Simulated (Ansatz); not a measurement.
`[OH][In]([SH])[Br]` → `[OH][In][Br]`• + `[SH]`•  (homolysis of the In–S bond)

Computed with Ansatz on PBE0-D4/def2-TZVP structures; ΔE is electronic, products minus reactants. CCSD(T)/CBS is the MP2 limit (def2-TZVPP, def2-QZVPP) plus CCSD(T) − MP2 in def2-TZVPP, frozen cores. This one scheme is used for every species. No spin–orbit coupling; open shells (•) take unrestricted orbitals. Elements past krypton have def2 core potentials. For Br, In outer-core shells are correlated without core-valence functions, which leaves a few kJ/mol of doubt a bond. Scalar relativity is left out up to krypton. One conformer a species, not always the lowest.

| species | CCSD(T)/def2-QZVPP energy (Eh) |
| --- | --- |
| `[OH][In]([SH])[Br]` | -3236.94513 |
| `[OH][In][Br]`• | -2838.52111 |
| `[SH]`• | -398.30648 |

(1) Work out ΔE.

Largest T1 diagnostic among the species: 0.018.

## Answers

(1) ΔE = (-2838.52111) + (-398.30648) − (-3236.94513) = 0.11754 Eh = +73.8 kcal/mol. CCSD(T)/CBS gives +75.3 kcal/mol.

From PBE to PBE0 (25 % exact exchange), in def2-TZVPP and without D4, ΔE moves by +1.3 kcal/mol. The D4 term adds +2.4 kcal/mol with B3LYP and +1.3 kcal/mol with PBE0; it sums over pairs of atoms, weighted by their polarisabilities, and B3LYP, whose exchange is more repulsive, gets the larger term.

B3LYP here is the variant with VWN-RPA as its local correlation; programs differ in this.
